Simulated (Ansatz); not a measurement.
[Si5]2- (Si₅²⁻). Charge -2, multiplicity 1. Geometry r2SCAN-D4/def2-SVPD.

```tsv
atom	x (Å)	y (Å)	z (Å)
Si1	1.6753	-0.8071	0.2578
Si2	-0.1770	0.0999	1.4632
Si3	-0.4680	-1.2016	-0.7206
Si4	0.6451	1.1020	-0.7428
Si5	-1.6754	0.8069	-0.2576
```

A multiply charged anion in the gas phase is held together partly by the finite basis. Removing one electron lowers the energy by 1.26 eV at PBE0-D4/def2-TZVPD, so it isn't bound. At PBE-D4/def2-SVPD, PBE-D4/def2-TZVPD, revPBE-D4/def2-TZVPD, r2SCAN-D4/def2-TZVPD and others the highest occupied level of the charge -2 singlet lies above zero (up to 3.50 eV). By energy differences it is unbound by 1.26 eV (vertical, against the charge -1 doublet, at PBE0-D4/def2-TZVPD) and held by the finite basis.

Estimate the orbital energies around the gap (eV) in Ansatz with PBE-D4/def2-SVPD, PBE-D4/def2-TZVPD, revPBE-D4/def2-TZVPD, r2SCAN-D4/def2-TZVPD, PBE0-D4/def2-TZVPD.


```tsv
orbital	PBE-D4/def2-SVPD	PBE-D4/def2-TZVPD	revPBE-D4/def2-TZVPD	r2SCAN-D4/def2-TZVPD	PBE0-D4/def2-TZVPD
HOMO−13	-85.37	-85.30	-85.25	-87.47	-90.72
HOMO−12	-85.37	-85.30	-85.25	-87.47	-90.72
HOMO−11	-85.37	-85.30	-85.25	-87.47	-90.72
HOMO−10	-6.86	-6.92	-6.86	-7.63	-8.90
HOMO−9	-3.00	-3.15	-3.09	-3.62	-4.73
HOMO−8	-1.47	-1.65	-1.59	-2.03	-3.05
HOMO−7	-1.47	-1.65	-1.59	-2.03	-3.05
HOMO−6	0.77	0.56	0.62	0.34	-0.52
HOMO−5	2.35	2.17	2.22	1.95	1.32
HOMO−4	2.71	2.54	2.59	2.32	1.76
HOMO−3	2.71	2.54	2.59	2.32	1.76
HOMO−2	3.49	3.30	3.34	3.15	2.53
HOMO−1	3.50	3.30	3.35	3.15	2.60
HOMO	3.50	3.30	3.35	3.15	2.60
LUMO	6.15	5.78	5.83	5.94	6.27
LUMO+1	6.15	5.78	5.83	5.94	6.27
LUMO+2	6.69	6.00	6.07	6.32	6.60
LUMO+3	6.69	6.00	6.07	6.32	6.60
LUMO+4	7.15	6.19	6.23	6.72	6.62
LUMO+5	7.25	6.23	6.28	6.73	6.68
```
